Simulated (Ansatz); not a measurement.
Two isomers of C2H6FNSi: A = `CN1[SiH2]C1F`, B = `C[C@@H]1N[Si@@H]1F`.

Program: Ansatz. Geometries: PBE0-D4/def2-TZVP. ΔE: electronic, gas phase. CCSD(T)/CBS is the MP2 limit (def2-TZVPP, def2-QZVPP) plus CCSD(T) − MP2 in def2-TZVPP, frozen cores. Functionals use def2-TZVPP. B3LYP here is the variant with VWN-RPA as its local correlation; programs differ in this.

Which isomer does CCSD(T)/CBS put lower? Give the gap. (An estimate is asked.)

The calculation gave: B, by 242.7 kJ/mol.

Give E(B) − E(A) in kJ/mol with CCSD/def2-TZVPP, ωB97M-V, CCSD(T)/def2-TZVPP, PBE0-D4, MP2/def2-TZVPP, HF/def2-TZVPP, B3LYP-D4. (An estimate is asked.)

Ansatz gave: CCSD/def2-TZVPP -239.1, ωB97M-V -232.3, CCSD(T)/def2-TZVPP -237.3, PBE0-D4 -223.2, MP2/def2-TZVPP -247.4, HF/def2-TZVPP -237.1, B3LYP-D4 -224.4. None reverses the order clearly.

Largest T1 diagnostic: 0.013.

From PBE to PBE0 (25 % exact exchange), in def2-TZVPP and without D4, E(B) − E(A) moves by −9.6 kJ/mol.
